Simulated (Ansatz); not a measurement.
Cost and result up the ladder for Al₄P₄H₁₄, a cluster cut from wurtzite AlP (hydrogen-capped) (22 atoms). Total charge 0; singlet. Geometry: r2SCAN-D4/def2-SVP.

```xyz
22

Al   -2.281    0.002   -1.477
P    -1.809    1.525    0.443
Al    0.078   -2.676    0.467
P    -0.218   -1.236   -1.437
P     0.349   -0.905    2.205
Al    0.254    1.436    1.671
Al    1.733    0.010   -2.093
P     1.844    1.544   -0.128
H    -3.517   -0.867   -0.973
H    -2.367    0.989   -2.725
H    -2.840    1.452    1.419
H    -1.976    2.885    0.069
H    -1.274   -3.407    0.886
H     1.492   -3.410    0.455
H    -0.381   -2.159   -2.510
H    -0.570   -1.093    3.272
H     1.553   -1.085    2.936
H     0.436    2.463    2.865
H     1.440    0.987   -3.317
H     3.067   -0.852   -1.973
H     1.864    2.903   -0.541
H     3.124    1.496    0.485
```

Ansatz on 2 threads of AMD EPYC 7R13 on a shared host and a share (18 GiB) of an NVIDIA H100 80GB HBM3. Times are rough, and most runs start from the orbitals of an earlier one. PBE0-D4/def2-TZVP serves as the yardstick here, not as an exact answer. Differences are given only for rows in sets of like size (and for xTB, whose basis is part of the method), since another set adds its own error. Binding counts from free atoms at the same level (Al doublet, P quartet, H doublet; other spins of the atoms weren't run), without zero-point energy or a counterpoise term.

| level | functions | wall time | binding energy per atom (eV) | difference from PBE0-D4/def2-TZVP (eV) |
| --- | --- | --- | --- | --- |
| PBE-D4/def2-SVP | 214 | 5.5 s | 2.79 | – |
| PBE0-D4/def2-SVP | 214 | 6 s | 2.78 | – |
| PBE0-D4/def2-TZVP | 380 | 7.5 s | 2.78 | 0.00 |
| PBE-D4/def2-TZVP (with forces) | 380 | 8 s | 2.78 | 0.00 |
| r2SCAN-D4/def2-TZVP (with forces) | 380 | 11 s | 2.81 | 0.03 |
